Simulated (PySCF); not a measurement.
Sn⁺: ionisation energy

Sn⁺ [Kr] 4d10 5s2 5p1 (2P) → Sn²⁺ [Kr] 4d10 5s2 (1S), as a difference of total energies. Calculation: PySCF 2.14, in def2-SVP with the def2 core potential (28 electrons) (4s4p2d, 26 functions); scalar relativity through the core potential. Correlated levels: valence: 4s2 4p6 4d10 frozen. The calculations carry no spin-orbit coupling.

```tsv
method	ionisation energy (eV)	error (eV)
UHF	13.718	-0.564
PBE	14.237	-0.045
PBE0	14.265	-0.017
MP2 (valence)	13.852	-0.430
SCS-MP2 (valence)	13.835	-0.447
CCSD (valence)	13.921	-0.361
CCSD(T) (valence)	13.931	-0.351
```

Reference: 14.282 eV (measured; NIST levels, between the centres of gravity of the two terms).

Errors of the correlated levels include the incompleteness of this basis and the frozen core.
